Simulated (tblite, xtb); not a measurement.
Se, charge -1, doublet. Base run: GFN1-xTB (xtb).

The xtb input:
```
$ xtb mol.xyz --gfn 1 --chrg -1 --uhf 1 --json

# file mol.xyz
1

Se     0.00000000     0.00000000     0.00000000
```

Programs used: tblite, xtb; a row that names a program was run with it.

Variants of this job, named by their change:

```
change                                            ΔE vs base (kcal/mol)  SCF cycles
------------------------------------------------  ---------------------  ----------
base                                                              0.000          47
etemp = 3000                                                     -10.25          45
program = tblite; method = gfn1; option = --grad                  0.000           -
acc = 30                                                          0.000          32
alpb = acetone                                                   -46.85          47
etemp = 1000                                                      -2.66          47
acc = 1000                                                        0.000          16
```

ALPB and GBSA are two models with their own fitted parameters for each solvent, which aren't always the measured dielectric constant.
